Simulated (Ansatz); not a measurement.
Breaking the Si1–H2 bond in H4Si2 (SMILES [SiH][SiH3]) (multiplicity 1 held, fragments rigid). Energies count from the point at 1.524 Å.
Geometry at that point (charge 0, multiplicity 1):
```
atom    x (Å)    y (Å)    z (Å)
----  -------  -------  -------
Si    -0.0034   1.0372   0.8259
H     -0.4439   1.8615  -0.3774
Si     0.0292  -0.8910  -0.5979
H      0.9795  -0.6606  -1.7212
H     -1.3262  -1.1003  -1.1784
H      0.4294  -2.1475   0.0843
```

Signs of static correlation in cc-pV(D+d)Z, with CASSCF(2,2), from Ansatz (an electronic-structure program) runs.

| R (Å) | T1 of restricted CCSD | ⟨S²⟩ of UHF | largest double amplitude of restricted CCSD | weight of the CASSCF reference in MRCISD | CASSCF natural occupations |
|---|---|---|---|---|---|
| 1.219 | 0.015 | 0.507 | 0.092 | 0.887 | 1.99 0.01 |
| 1.371 | 0.015 | 0.486 | 0.089 | 0.887 | 1.98 0.02 |
| 1.524 | 0.015 | 0.466 | 0.087 | 0.887 | 1.98 0.02 |
| 1.676 | 0.016 | 0.449 | 0.085 | 0.887 | 1.97 0.03 |
| 1.828 | 0.017 | 0.434 | 0.083 | 0.887 | 1.95 0.05 |
| 2.057 | 0.019 | 0.416 | 0.102 | 0.887 | 1.92 0.08 |
| 2.285 | 0.023 | 0.728 | 0.151 | 0.887 | 1.87 0.13 |
| 2.666 | 0.036 | 1.059 | ___ | 0.887 | 1.74 0.26 |
| 3.047 | 0.054 | 1.175 | ___ | 0.886 | 1.56 0.44 |
| 3.504 | 0.076 | 1.224 | 0.633 | 0.886 | 1.35 0.65 |
| 4.114 | 0.098 | 1.243 | 0.833 | 0.886 | 1.17 0.83 |
| 4.876 | 0.107 | 1.248 | 0.968 | 0.886 | 1.06 0.94 |

Some entries are withheld; supply them.


- 2.666, largest double amplitude of restricted CCSD: 0.310
- 3.047, largest double amplitude of restricted CCSD: 0.452

Doubts at one or more of the structures used: a restricted determinant that unrestricted orbitals would lower (R-CCSD(T)/cc-pV(D+d)Z); other coupled-cluster roots lie near (R-CCSD(T)/cc-pV(D+d)Z); T1 above 0.05 (R-CCSD(T)/cc-pV(D+d)Z, U-CCSD(T)/cc-pV(D+d)Z); a spin-contaminated determinant (U-CCSD(T)/cc-pV(D+d)Z).
